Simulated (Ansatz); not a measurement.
The cluster CrO3⁻, relaxed as a quartet with UKS PBE-D4/def2-TZVPD in Ansatz, starting from the PBE-D4/def2-TZVPD geometry of the charge -1 doublet. Force threshold 0.02 eV/Å.

The highest occupied level of the charge -1 quartet lies above zero (up to 0.83 eV). It is a level of α spin, whose loss leaves a triplet; that state wasn't run at this geometry and level. The electron is either unbound and held by the finite basis, or the level is raised by self-interaction error. The relaxation made no stability test and no search for a lower SCF solution. At PBE-D4/def2-TZVPD a doublet of charge -1 lies 2.34 eV below the quartet, each at its own geometry. The structure comes from a short search, and lower isomers may exist.

Start:

```xyz
4

Cr    0.001   -0.001   -0.004
O     1.154   -0.963    0.644
O     0.333    1.567   -0.329
O    -1.488   -0.602   -0.311
```

(1) Estimate the energy that the relaxation releases and the steps that it takes.

(2) Does the start keep its bonding and symmetry?

(3) Predict the relaxed structure.

Results:

(1) 0.45 eV, in 19 steps; 26 s on 4 threads of Intel Xeon Platinum 8488C on a shared host. No frequencies were taken in this run, so the end may be a saddle point.

(2) By distances, no bond broke or formed. The bond that changes most is Cr1–O3, from 1.64 to 1.82 Å (atoms count from 1). Point group D3h at the start, C2v at the end, both within 0.05 Å; within 0.015 Å the end is Cs.

(3) 
```xyz
4

Cr   -0.022   -0.103    0.020
O     1.230   -0.958    0.674
O     0.349    1.640   -0.336
O    -1.557   -0.579   -0.359
```
Bond lengths: 3 × Cr–O 1.65 to 1.82 Å.
